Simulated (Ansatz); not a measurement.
Molecular dynamics of CH9NSSi2

input.yaml

```yaml
crystal:
  periodic: [false, false, false]
  atoms:
    - { symbol: Si, position_ang: [0.4646, 0.6731, 0.0696] }
    - { symbol: S, position_ang: [1.777, -0.6088, 1.8016] }
    - { symbol: "N", position_ang: [-0.7748, -0.1863, 0.7998] }
    - { symbol: C, position_ang: [-2.16, -0.4553, 0.5315] }
    - { symbol: H, position_ang: [0.0086, -0.8764, 1.6341] }
    - { symbol: H, position_ang: [0.6746, 2.0479, 0.5636] }
    - { symbol: Si, position_ang: [1.3733, 0.2394, -2.0151] }
    - { symbol: H, position_ang: [1.5643, 0.2841, 2.7559] }
    - { symbol: H, position_ang: [-2.6869, -0.6159, 1.4746] }
    - { symbol: H, position_ang: [-2.6263, 0.3883, 0.0199] }
    - { symbol: H, position_ang: [-2.2934, -1.3485, -0.0887] }
    - { symbol: H, position_ang: [2.7691, 0.6684, -2.1443] }
    - { symbol: H, position_ang: [0.5913, 0.9694, -3.0244] }
    - { symbol: H, position_ang: [1.3186, -1.1794, -2.3782] }
magnetization:
  spin_polarized: true
basis:
  gaussian: { orbitals: STO-3G }
hamiltonian:
  xc: blyp
md:
  timestep: 0.5
  n_steps: 110
  ensemble: nve
  temperature: 600.0
  initial_velocities: maxwell_boltzmann
  seed: 872772
```

Command:

```bash
$ ansatz run input.yaml --threads 1 --pin off --max-ram 2048MiB --backend cpu --events-out ev --progress --plain --runs-dir out
```

It starts from a rough guess of a transition structure, not a stationary point.

Output, in part (one step line in 2, the closing report, with atoms numbered from 0):

```
md step     0: t =     0.00 fs  T =   600.0 K  F+E_penalty+E_count = -28922.17550711 eV  E_kin = 0.930672 eV  conserved = -28921.24483511 eV  (26 SCF iters)
md step     2: t =     1.00 fs  T =   552.0 K  F+E_penalty+E_count = -28922.09983471 eV  E_kin = 0.856264 eV  conserved = -28921.24357119 eV  (30 SCF iters)
md step     4: t =     2.00 fs  T =   555.5 K  F+E_penalty+E_count = -28922.10433344 eV  E_kin = 0.861703 eV  conserved = -28921.24263033 eV  (28 SCF iters)
md step     6: t =     3.00 fs  T =   643.3 K  F+E_penalty+E_count = -28922.24149879 eV  E_kin = 0.997851 eV  conserved = -28921.24364772 eV  (27 SCF iters)
md step     8: t =     4.00 fs  T =   772.7 K  F+E_penalty+E_count = -28922.44707874 eV  E_kin = 1.198597 eV  conserved = -28921.24848194 eV  (28 SCF iters)
md step    10: t =     5.00 fs  T =   778.7 K  F+E_penalty+E_count = -28922.46253349 eV  E_kin = 1.207816 eV  conserved = -28921.25471752 eV  (27 SCF iters)
md step    12: t =     6.00 fs  T =   578.2 K  F+E_penalty+E_count = -28922.13712973 eV  E_kin = 0.896914 eV  conserved = -28921.24021580 eV  (28 SCF iters)
md step    14: t =     7.00 fs  T =   657.5 K  F+E_penalty+E_count = -28922.26113743 eV  E_kin = 1.019806 eV  conserved = -28921.24133141 eV  (28 SCF iters)
md step    16: t =     8.00 fs  T =   978.1 K  F+E_penalty+E_count = -28922.77384306 eV  E_kin = 1.517157 eV  conserved = -28921.25668571 eV  (27 SCF iters)
md step    18: t =     9.00 fs  T =  1027.0 K  F+E_penalty+E_count = -28922.84270182 eV  E_kin = 1.593011 eV  conserved = -28921.24969041 eV  (26 SCF iters)
md step    20: t =    10.00 fs  T =   921.7 K  F+E_penalty+E_count = -28922.67391476 eV  E_kin = 1.429639 eV  conserved = -28921.24427609 eV  (27 SCF iters)
md step    22: t =    11.00 fs  T =   859.2 K  F+E_penalty+E_count = -28922.57567009 eV  E_kin = 1.332725 eV  conserved = -28921.24294541 eV  (29 SCF iters)
md step    24: t =    12.00 fs  T =   905.1 K  F+E_penalty+E_count = -28922.64653774 eV  E_kin = 1.403931 eV  conserved = -28921.24260662 eV  (29 SCF iters)
md step    26: t =    13.00 fs  T =  1071.5 K  F+E_penalty+E_count = -28922.90586515 eV  E_kin = 1.662074 eV  conserved = -28921.24379111 eV  (27 SCF iters)
md step    28: t =    14.00 fs  T =  1298.6 K  F+E_penalty+E_count = -28923.26412890 eV  E_kin = 2.014230 eV  conserved = -28921.24989925 eV  (28 SCF iters)
md step    30: t =    15.00 fs  T =  1366.7 K  F+E_penalty+E_count = -28923.37759169 eV  E_kin = 2.119870 eV  conserved = -28921.25772124 eV  (26 SCF iters)
md step    32: t =    16.00 fs  T =  1138.8 K  F+E_penalty+E_count = -28923.00813340 eV  E_kin = 1.766490 eV  conserved = -28921.24164316 eV  (26 SCF iters)
md step    34: t =    17.00 fs  T =  1176.1 K  F+E_penalty+E_count = -28923.06417714 eV  E_kin = 1.824345 eV  conserved = -28921.23983228 eV  (26 SCF iters)
md step    36: t =    18.00 fs  T =  1515.2 K  F+E_penalty+E_count = -28923.60918223 eV  E_kin = 2.350246 eV  conserved = -28921.25893600 eV  (28 SCF iters)
md step    38: t =    19.00 fs  T =  1525.6 K  F+E_penalty+E_count = -28923.61844685 eV  E_kin = 2.366463 eV  conserved = -28921.25198386 eV  (27 SCF iters)
md step    40: t =    20.00 fs  T =  1297.8 K  F+E_penalty+E_count = -28923.25751863 eV  E_kin = 2.012995 eV  conserved = -28921.24452399 eV  (29 SCF iters)
md step    42: t =    21.00 fs  T =  1092.3 K  F+E_penalty+E_count = -28922.93647465 eV  E_kin = 1.694254 eV  conserved = -28921.24222111 eV  (29 SCF iters)
md step    44: t =    22.00 fs  T =  1009.6 K  F+E_penalty+E_count = -28922.80864945 eV  E_kin = 1.566041 eV  conserved = -28921.24260842 eV  (29 SCF iters)
md step    46: t =    23.00 fs  T =  1041.3 K  F+E_penalty+E_count = -28922.85904587 eV  E_kin = 1.615133 eV  conserved = -28921.24391287 eV  (28 SCF iters)
md step    48: t =    24.00 fs  T =  1133.5 K  F+E_penalty+E_count = -28923.00498187 eV  E_kin = 1.758157 eV  conserved = -28921.24682467 eV  (27 SCF iters)
md step    50: t =    25.00 fs  T =  1169.5 K  F+E_penalty+E_count = -28923.06720494 eV  E_kin = 1.814021 eV  conserved = -28921.25318374 eV  (27 SCF iters)
md step    52: t =    26.00 fs  T =   990.6 K  F+E_penalty+E_count = -28922.78528433 eV  E_kin = 1.536586 eV  conserved = -28921.24869817 eV  (27 SCF iters)
md step    54: t =    27.00 fs  T =   864.1 K  F+E_penalty+E_count = -28922.57525958 eV  E_kin = 1.340331 eV  conserved = -28921.23492870 eV  (28 SCF iters)
md step    56: t =    28.00 fs  T =  1138.4 K  F+E_penalty+E_count = -28923.01948146 eV  E_kin = 1.765756 eV  conserved = -28921.25372508 eV  (28 SCF iters)
md step    58: t =    29.00 fs  T =  1284.5 K  F+E_penalty+E_count = -28923.24695180 eV  E_kin = 1.992409 eV  conserved = -28921.25454289 eV  (28 SCF iters)
md step    60: t =    30.00 fs  T =  1138.1 K  F+E_penalty+E_count = -28923.01180710 eV  E_kin = 1.765340 eV  conserved = -28921.24646705 eV  (28 SCF iters)
md step    62: t =    31.00 fs  T =   943.1 K  F+E_penalty+E_count = -28922.70537585 eV  E_kin = 1.462923 eV  conserved = -28921.24245262 eV  (28 SCF iters)
md step    64: t =    32.00 fs  T =   860.4 K  F+E_penalty+E_count = -28922.57632983 eV  E_kin = 1.334587 eV  conserved = -28921.24174241 eV  (28 SCF iters)
md step    66: t =    33.00 fs  T =   923.2 K  F+E_penalty+E_count = -28922.67505033 eV  E_kin = 1.432068 eV  conserved = -28921.24298256 eV  (30 SCF iters)
md step    68: t =    34.00 fs  T =  1083.3 K  F+E_penalty+E_count = -28922.92591713 eV  E_kin = 1.680380 eV  conserved = -28921.24553756 eV  (29 SCF iters)
md step    70: t =    35.00 fs  T =  1235.0 K  F+E_penalty+E_count = -28923.16612164 eV  E_kin = 1.915587 eV  conserved = -28921.25053426 eV  (29 SCF iters)
md step    72: t =    36.00 fs  T =  1210.6 K  F+E_penalty+E_count = -28923.13179932 eV  E_kin = 1.877765 eV  conserved = -28921.25403427 eV  (29 SCF iters)
md step    74: t =    37.00 fs  T =  1013.3 K  F+E_penalty+E_count = -28922.81027287 eV  E_kin = 1.571710 eV  conserved = -28921.23856257 eV  (27 SCF iters)
md step    76: t =    38.00 fs  T =  1160.5 K  F+E_penalty+E_count = -28923.04114622 eV  E_kin = 1.800007 eV  conserved = -28921.24113970 eV  (27 SCF iters)
md step    78: t =    39.00 fs  T =  1561.0 K  F+E_penalty+E_count = -28923.67998138 eV  E_kin = 2.421343 eV  conserved = -28921.25863836 eV  (28 SCF iters)
md step    80: t =    40.00 fs  T =  1613.8 K  F+E_penalty+E_count = -28923.75681252 eV  E_kin = 2.503265 eV  conserved = -28921.25354777 eV  (27 SCF iters)
md step    82: t =    41.00 fs  T =  1373.4 K  F+E_penalty+E_count = -28923.37573524 eV  E_kin = 2.130294 eV  conserved = -28921.24544086 eV  (29 SCF iters)
md step    84: t =    42.00 fs  T =  1124.2 K  F+E_penalty+E_count = -28922.98483260 eV  E_kin = 1.743820 eV  conserved = -28921.24101279 eV  (29 SCF iters)
md step    86: t =    43.00 fs  T =  1041.6 K  F+E_penalty+E_count = -28922.85631252 eV  E_kin = 1.615606 eV  conserved = -28921.24070683 eV  (30 SCF iters)
md step    88: t =    44.00 fs  T =  1144.7 K  F+E_penalty+E_count = -28923.01837042 eV  E_kin = 1.775512 eV  conserved = -28921.24285833 eV  (29 SCF iters)
md step    90: t =    45.00 fs  T =  1349.0 K  F+E_penalty+E_count = -28923.33891013 eV  E_kin = 2.092432 eV  conserved = -28921.24647829 eV  (29 SCF iters)
md step    92: t =    46.00 fs  T =  1503.8 K  F+E_penalty+E_count = -28923.58576116 eV  E_kin = 2.332534 eV  conserved = -28921.25322754 eV  (27 SCF iters)
md step    94: t =    47.00 fs  T =  1398.5 K  F+E_penalty+E_count = -28923.42375281 eV  E_kin = 2.169319 eV  conserved = -28921.25443418 eV  (27 SCF iters)
md step    96: t =    48.00 fs  T =  1148.4 K  F+E_penalty+E_count = -28923.01546376 eV  E_kin = 1.781348 eV  conserved = -28921.23411563 eV  (27 SCF iters)
md step    98: t =    49.00 fs  T =  1354.6 K  F+E_penalty+E_count = -28923.34726089 eV  E_kin = 2.101185 eV  conserved = -28921.24607638 eV  (26 SCF iters)
md step   100: t =    50.00 fs  T =  1697.5 K  F+E_penalty+E_count = -28923.89110907 eV  E_kin = 2.633098 eV  conserved = -28921.25801136 eV  (26 SCF iters)
md step   102: t =    51.00 fs  T =  1682.0 K  F+E_penalty+E_count = -28923.86048918 eV  E_kin = 2.608922 eV  conserved = -28921.25156709 eV  (27 SCF iters)
md step   104: t =    52.00 fs  T =  1438.1 K  F+E_penalty+E_count = -28923.47602890 eV  E_kin = 2.230690 eV  conserved = -28921.24533849 eV  (28 SCF iters)
md step   106: t =    53.00 fs  T =  1195.9 K  F+E_penalty+E_count = -28923.09682679 eV  E_kin = 1.855007 eV  conserved = -28921.24181933 eV  (28 SCF iters)
md step   108: t =    54.00 fs  T =  1097.9 K  F+E_penalty+E_count = -28922.94372392 eV  E_kin = 1.702947 eV  conserved = -28921.24077714 eV  (28 SCF iters)
md step   110: t =    55.00 fs  T =  1186.6 K  F+E_penalty+E_count = -28923.08296730 eV  E_kin = 1.840601 eV  conserved = -28921.24236675 eV  (27 SCF iters)
Total energy: -28923.08326923 eV, -1062.9037053743 hartree
Atom 0 at     0.490426     0.337274     0.195745 Å, force     2.632940     0.515751     2.474247 eV/Å
Atom 1 at     2.114762    -0.376131     1.769421 Å, force    -3.412982     1.873587    -0.323783 eV/Å
Atom 2 at    -1.037920    -0.148059     0.966267 Å, force    -0.937632    -4.945199     2.540303 eV/Å
Atom 3 at    -2.226124    -0.334181     0.049689 Å, force     0.033585    -0.891789    -2.234635 eV/Å
Atom 4 at    -0.956966    -1.286351     1.450536 Å, force     0.226204     3.882907    -1.553359 eV/Å
Atom 5 at     0.350910     1.817537     0.249269 Å, force     0.042392    -0.464807     0.360390 eV/Å
Atom 6 at     1.209524     0.243754    -1.896485 Å, force    -1.619085    -1.879612    -1.397280 eV/Å
Atom 7 at     1.226711     0.226292     2.777702 Å, force     1.544336    -0.987565    -1.272009 eV/Å
Atom 8 at    -3.133784    -0.701175     0.570720 Å, force    -0.463803     1.506326     0.787363 eV/Å
Atom 9 at    -2.260451     0.577351    -0.619022 Å, force    -1.021044    -0.286245     0.830313 eV/Å
Atom 10 at    -2.202174    -1.198986    -0.682903 Å, force     1.081902     0.232104    -0.152452 eV/Å
Atom 11 at     2.353068    -0.547509    -2.184887 Å, force     1.028881    -0.172384    -0.022546 eV/Å
Atom 12 at     1.273735     1.587618    -2.259745 Å, force     0.713708     1.587062    -0.520195 eV/Å
Atom 13 at     0.213903    -0.276164    -2.857324 Å, force     0.150599     0.029864     0.483644 eV/Å
Dipole moment:    -0.106740    -0.205966    -0.180514 e Å
```

All steps were run. The conserved energy stayed within 1 meV per atom of its start (net change 0.18 meV per atom), so the integration is sound. The system heated up, since it started high on the potential surface and ran downhill. A run of 0.055 ps of so small a system gives no equilibrium averages. The orbitals stay closed-shell, which can raise the energy where a bond breaks towards radicals; this wasn't checked here. Limits of this set-up: minimal basis.

The step under study would form S2–H5 and break Si1–S2, N3–H5. These pairs go: S2–H5 1.80 → 3.22 Å, Si1–S2 2.52 → 2.37 Å, N3–H5 1.34 → 1.24 Å. In the last frame they stand as before the step (other bonds may differ from the relaxed reactants and products). These pairs come and go: their bonding changes 9 times, last at 54 of 55 fs, so the outcome isn't settled. It ends as one piece, CH9NSSi2. Pairs count as bonded within 1.25 times the sum of covalent radii (0.12 Å more for H–H).

Last frame:

```xyz
14
Properties=species:S:1:pos:R:3
Si 0.490 0.337 0.196
S 2.115 -0.376 1.769
N -1.038 -0.148 0.966
C -2.226 -0.334 0.050
H -0.957 -1.286 1.450
H 0.351 1.817 0.249
Si 1.210 0.244 -1.897
H 1.227 0.226 2.778
H -3.134 -0.701 0.571
H -2.260 0.577 -0.619
H -2.202 -1.199 -0.683
H 2.353 -0.547 -2.185
H 1.274 1.588 -2.260
H 0.214 -0.276 -2.857
```

Run time: 19 min on 1 thread of AMD EPYC (Zen 3), on a shared host, peak memory 0.14 GiB.
